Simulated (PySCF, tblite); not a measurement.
Isomers of C7H12F2O, one GFN2-xTB conformer each. Single-point energies are computed at PBE0/pcSseg-1 (PySCF, gas phase, no added dispersion term), electronic only.

```json
{"SMILES": "CC[C@@H]1C[C@H](F)[C@H]1OCF", "GFN2-xTB relative energy (kcal/mol)": "18.8"}
{"SMILES": "C[C@@]1(F)C[C@H](F)CCCO1", "GFN2-xTB relative energy (kcal/mol)": "0.0"}
```

Conformers: `[CH3:1][CH2:2][C@@H:3]1[CH2:4][C@H:5]([F:6])[C@H:7]1[O:8][CH2:9][F:10]` with C1–C2–C3–C4 -73°, C5–C7–O8–C9 -83°, C7–O8–C9–F10 -70°, C2–C3–C4–C5 -135°, C3–C4–C5–F6 133°, C4–C5–C7–O8 -131°, C2–C3–C7–C5 136°; `[CH3:1][C@@:2]1([F:3])[CH2:4][C@H:5]([F:6])[CH2:7][CH2:8][CH2:9][O:10]1` with C1–C2–C4–C5 91°, C2–C4–C5–F6 -154°, C4–C5–C7–C8 -75°, C5–C7–C8–C9 54°.

Problem. What does PBE0/pcSseg-1 give for the same structures?

Solution. 
```
                     SMILES  PBE0/pcSseg-1 E (Eh)  PBE0/pcSseg-1 (kcal/mol)  GFN2-xTB (kcal/mol)  point group
   C[C@@]1(F)C[C@H](F)CCCO1            -548.23570                       0.0                  0.0           C1
CC[C@@H]1C[C@H](F)[C@H]1OCF            -548.19466                      25.8                 18.8           C1
```

Both levels put the same isomer lowest. As drawn, the higher has a four-membered ring, which the lower lacks.

Problem. Which frontier levels, dipoles and rotational constants go with these structures?

Solution. 
| SMILES | HOMO (eV, PBE0/pcSseg-1) | LUMO (eV) | dipole (D) | A, B, C (MHz) |
| --- | --- | --- | --- | --- |
| C[C@@]1(F)C[C@H](F)CCCO1 | -8.21 | 1.37 | 1.51 | 1744, 1157, 838.7 |
| CC[C@@H]1C[C@H](F)[C@H]1OCF | -7.97 | 1.28 | 1.95 | 1671, 829.0, 623.3 |

Problem. What happens when harmonic zero-point energies from GFN2-xTB frequencies are added?

Solution. 
```tsv
SMILES	ZPE (kcal/mol)	electronic (kcal/mol)	with ZPE (kcal/mol)
C[C@@]1(F)C[C@H](F)CCCO1	114.3	0.0	0.0
CC[C@@H]1C[C@H](F)[C@H]1OCF	113.5	25.8	25.0
```

The zero-point energies span 0.8 kcal/mol. The order is unchanged.
